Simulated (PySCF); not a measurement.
Radial density of Sb⁺ (antimony, charge +1)

BP86, [Kr] 4d10 5s2 5p2, high-spin 3P determinant. All numbers are calculated (PySCF 2.14, a scalar-relativistic core potential, in cc-pVDZ-PP with ECP28MDF (4s3p2d, 23 functions)). This is the valence pseudo-density: the core potential removes the inner electrons and smooths the orbitals near the nucleus.

| r (bohr) | 4πr²ρ (e/bohr) | 4πr²(ρα − ρβ) |
| --- | --- | --- |
| 0.00494 | 1.390e-05 | 0.0000 |
| 0.00830 | 3.846e-05 | 0.0000 |
| 0.0140 | 0.0001022 | 0.0000 |
| 0.0235 | 0.0002443 | 0.0000 |
| 0.0395 | 0.0004613 | 0.0000 |
| 0.0665 | 0.0008396 | 0.0000 |
| 0.112 | 0.005539 | 0.0000 |
| 0.188 | 0.07040 | 0.0004 |
| 0.316 | 1.190 | 0.0096 |
| 0.532 | 13.75 | 0.1278 |
| 0.895 | 22.26 | 0.0274 |
| 1.51 | 5.880 | 0.4213 |
| 2.53 | 1.914 | 0.9319 |
| 4.26 | 0.2227 | 0.1755 |
| 7.16 | 0.003025 | 0.0029 |

Energies and moments cover only the electrons outside the core potential.
